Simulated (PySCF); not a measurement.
Compound: CH₇FGeSi.
Cartesian coordinates in Å at the GFN2-xTB level; atoms count from 1:
```xyz
11
CH7FGeSi angstrom
F     -0.8616   -1.5591    0.4834
C     -1.5885   -0.4093    0.1984
Si    -0.3236    0.9508   -0.3064
Ge     1.6952   -0.1784   -0.0046
H     -2.2911   -0.6779   -0.5922
H     -2.1536   -0.1735    1.1018
H     -0.6103    1.3486   -1.6878
H     -0.5419    2.1127    0.5603
H      1.9066   -0.6812    1.3874
H      2.9151    0.6510   -0.2891
H      1.8592   -1.3812   -0.8772
```

Vertical excitations from PySCF (density fitting, frozen core in the response, grid level 2 and gas phase unless stated; continuum runs use non-equilibrium linear response for the excitations) on a GFN2-xTB geometry. Reference run:

| settings | S1, eV (f) | S2, eV (f) | S3, eV (f) | S4, eV (f) | S5, eV (f) | S6, eV (f) | T1, eV (Tamm–Dancoff) | mean α (au) |
| --- | --- | --- | --- | --- | --- | --- | --- | --- |
| PBE0/def2-SVPD, full TDDFT, 6 singlets | 7.26 (0.055) | 7.33 (0.084) | 7.47 (0.007) | 7.64 (0.145) | 7.75 (0.019) | 7.94 (0.022) | 6.43 | 74.2 |

Question: What do these settings give: (1) B3LYP/aug-cc-pVDZ, IEF-PCM chloroform, full TDDFT, 6 singlets; (2) wB97X-D/def2-SVPD, IEF-PCM chloroform, level shift 0.1 Eh, full TDDFT, 6 singlets; (3) PBE0/def2-SVPD, IEF-PCM chloroform, TDA, 12 singlets; (4) mPW1PW91/cc-pVTZ, level shift 0.3 Eh, full TDDFT, 25 singlets?

Answer: 
| settings | S1, eV (f) | S2, eV (f) | S3, eV (f) | S4, eV (f) | S5, eV (f) | S6, eV (f) | T1, eV (Tamm–Dancoff) | mean α (au) |
| --- | --- | --- | --- | --- | --- | --- | --- | --- |
| B3LYP/aug-cc-pVDZ, IEF-PCM chloroform, full TDDFT, 6 singlets | 6.82 (0.132) | 6.98 (0.069) | 7.24 (0.143) | 7.31 (0.011) | 7.39 (0.042) | 7.54 (0.259) | 6.33 | 94.8 |
| wB97X-D/def2-SVPD, IEF-PCM chloroform, level shift 0.1 Eh, full TDDFT, 6 singlets | 7.52 (0.071) | 7.57 (0.314) | 7.67 (0.023) | 8.01 (0.148) | 8.10 (0.048) | 8.29 (0.044) | 6.75 | 91.4 |
| PBE0/def2-SVPD, IEF-PCM chloroform, TDA, 12 singlets | 7.24 (0.142) | 7.37 (0.143) | 7.47 (0.015) | 7.65 (0.230) | 7.78 (0.008) | 7.95 (0.056) | 6.45 | 92.5 |
| mPW1PW91/cc-pVTZ, level shift 0.3 Eh, full TDDFT, 25 singlets | 7.40 (0.058) | 7.46 (0.006) | 7.51 (0.041) | 7.75 (0.154) | 8.03 (0.005) | 8.11 (0.188) | 6.42 | 71.0 |

(1) S1 moves by -0.44 eV; functional, basis and environment change together, so the shift can't be laid on one. (2) S1 moves by +0.26 eV; functional and environment change together, so the shift can't be laid on one. (3) S1 moves by -0.02 eV; environment and response scheme change together, so the shift can't be laid on one. (4) S1 moves by +0.14 eV; functional and basis change together, so the shift can't be laid on one. States are counted by energy in each run and needn't keep their character from row to row.

Question: Which orbital pairs make up S1 in each run, and how does it sit against the orbital gap?

Answer: 
```csv
settings,S1 configurations (weight),S1 (eV),orbital gap (eV),S1 − gap (eV)
"PBE0/def2-SVPD, full TDDFT, 6 singlets","H→L+1 0.58, H−1→L 0.19, H→L 0.15",7.26,8.33,-1.07
"B3LYP/aug-cc-pVDZ, IEF-PCM chloroform, full TDDFT, 6 singlets","H→L 0.72, H→L+1 0.20",6.82,7.64,-0.82
"wB97X-D/def2-SVPD, IEF-PCM chloroform, level shift 0.1 Eh, full TDDFT, 6 singlets","H→L+1 0.62, H−1→L 0.16",7.52,11.72,-4.20
"PBE0/def2-SVPD, IEF-PCM chloroform, TDA, 12 singlets","H→L 0.45, H→L+1 0.39, H−1→L 0.12",7.24,8.32,-1.08
"mPW1PW91/cc-pVTZ, level shift 0.3 Eh, full TDDFT, 25 singlets","H→L 0.49, H→L+2 0.30, H−1→L 0.10",7.40,8.50,-1.10
```

Geometry: GFN2-xTB, one conformer. The PBE0/def2-SVPD calculation is non-relativistic and has no spin–orbit coupling, an omission that weighs most on germanium.

Note: wB97X-D ran without an empirical dispersion term, which enters the total energy and its gradient alone.
